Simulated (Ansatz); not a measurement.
Two members of one family (X2Al-Y-SiH3), computed with Ansatz in the gas phase. The two geometries come from different levels. Binding counts from free atoms in the multiplicity of their measured ground term, without zero-point energy. The structures are stationary points that may keep the symmetry of their start.

First: (F)2Al-S-SiH3 (singlet, charge 0, r2SCAN-D4/def2-SVP geometry).

Cartesian coordinates in Å:
```
Al -0.683 -1.256 1.125
F 0.316 -0.309 2.048
F -1.482 -2.516 1.830
S -0.880 -0.782 -0.964
Si 0.462 0.927 -0.982
H -0.035 2.006 -0.084
H 0.462 1.401 -2.393
H 1.839 0.529 -0.580
```

```tsv
level	HOMO (eV)	LUMO (eV)	gap (eV)	binding per atom (eV)
r2SCAN-D4/def2-TZVP	-7.27	-1.66	5.61	3.68
B3LYP-D4/def2-TZVP	-7.92	-1.54	6.38	3.62
PBE0-D4/def2-SVP	-8.11	-1.12	6.99	3.57
PBE0-D4/def2-TZVPD	-8.20	-1.44	6.76	3.60
HSE06-D4/def2-TZVP	-7.78	-1.62	6.16	3.60
```

Second: (F)2Al-NH-SiH3 (singlet, charge 0, PBE-D4/def2-SVP geometry).

Cartesian coordinates in Å:
```
Al -1.275 0.514 1.107
F -0.649 1.974 1.611
F -2.747 0.019 1.713
N -0.403 -0.511 -0.057
Si 1.142 -0.225 -0.848
H -0.864 -1.395 -0.304
H 1.005 -0.194 -2.350
H 2.154 -1.290 -0.511
H 1.637 1.107 -0.362
```

**Question.** What does the change do? Estimate second minus first.

**Answer.** 
| level | Δ HOMO (eV) | Δ LUMO (eV) | Δ gap (eV) | Δ binding per atom (eV) |
| --- | --- | --- | --- | --- |
| r2SCAN-D4/def2-TZVP | 0.21 | 0.17 | -0.04 | 0.08 |
| B3LYP-D4/def2-TZVP | 0.04 | 0.14 | 0.10 | 0.13 |
| PBE0-D4/def2-SVP | 0.14 | 0.27 | 0.13 | 0.10 |
| PBE0-D4/def2-TZVPD | 0.06 | 0.12 | 0.06 | 0.10 |
| HSE06-D4/def2-TZVP | 0.07 | 0.16 | 0.09 | 0.10 |
